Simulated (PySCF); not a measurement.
# 3-(methylthio)thiophene, C$_{5}$H$_{6}$S$_{2}$

Molfile (atoms numbered from 1):
```
C5H6S2
     RDKit          3D

 13 13  0  0  0  0  0  0  0  0999 V2000
    2.4201   -0.0626   -0.0187 C   0  0  0  0  0  0  0  0  0  0  0  0
    1.2187    1.1983   -0.4640 S   0  0  0  0  0  0  0  0  0  0  0  0
   -0.2926    0.3702   -0.1343 C   0  0  0  0  0  0  0  0  0  0  0  0
   -1.5419    1.0329   -0.3594 C   0  0  0  0  0  0  0  0  0  0  0  0
   -2.6135    0.2428   -0.0501 C   0  0  0  0  0  0  0  0  0  0  0  0
   -2.1297   -1.3034    0.5137 S   0  0  0  0  0  0  0  0  0  0  0  0
   -0.4630   -0.9089    0.3414 C   0  0  0  0  0  0  0  0  0  0  0  0
    2.3109   -0.9597   -0.6464 H   0  0  0  0  0  0  0  0  0  0  0  0
    2.3395   -0.3355    1.0442 H   0  0  0  0  0  0  0  0  0  0  0  0
    3.4097    0.3785   -0.1982 H   0  0  0  0  0  0  0  0  0  0  0  0
   -1.6272    2.0534   -0.7353 H   0  0  0  0  0  0  0  0  0  0  0  0
   -3.6705    0.4943   -0.1262 H   0  0  0  0  0  0  0  0  0  0  0  0
    0.2963   -1.6430    0.6009 H   0  0  0  0  0  0  0  0  0  0  0  0
  1  2  1  0
  2  3  1  0
  3  4  1  0
  4  5  2  0
  5  6  1  0
  6  7  1  0
  7  3  2  0
  1  8  1  0
  1  9  1  0
  1 10  1  0
  4 11  1  0
  5 12  1  0
  7 13  1  0
M  END
```

Computed with PySCF 2.14.0, TDDFT CAM-B3LYP/aug-cc-pVDZ excited states, vertical, gas phase. Geometry: PBE0-D3(BJ)/def2-SVP.

(1) How strongly do the lowest singlets absorb one photon, and two photons of half the energy?

## Answers

(1) δ for parallel linear polarisation; σ at the peak of a Lorentzian of half width 0.1 eV, single beam; Ω is circular over linear.
```tsv
state	E (eV)	f	photon λ (nm)	δ (au)	σ (GM)	Ω	main
S1	4.98	0.000	498	39.9	0.36	1.50	HOMO→LUMO 0.70, HOMO→LUMO+8 0.10
S2	5.05	0.105	491	111	1.04	1.03	HOMO→LUMO+2 0.95
S3	5.45	0.008	455	44.4	0.48	1.50	HOMO→LUMO+1 0.48, HOMO→LUMO 0.13
S4	5.65	0.001	439	70.4	0.82	1.50	HOMO→LUMO+4 0.44, HOMO→LUMO+3 0.15
S5	5.80	0.011	427	35.4	0.44	1.50	HOMO→LUMO+3 0.66, HOMO→LUMO+4 0.09
S6	5.81	0.023	427	38.4	0.47	1.47	HOMO−1→LUMO+2 0.55, HOMO→LUMO+5 0.24
```

Among these, the strongest one-photon state is S2, the strongest two-photon state S2, with a dipole change of 4.0 D (relaxed, norm of the difference vector).
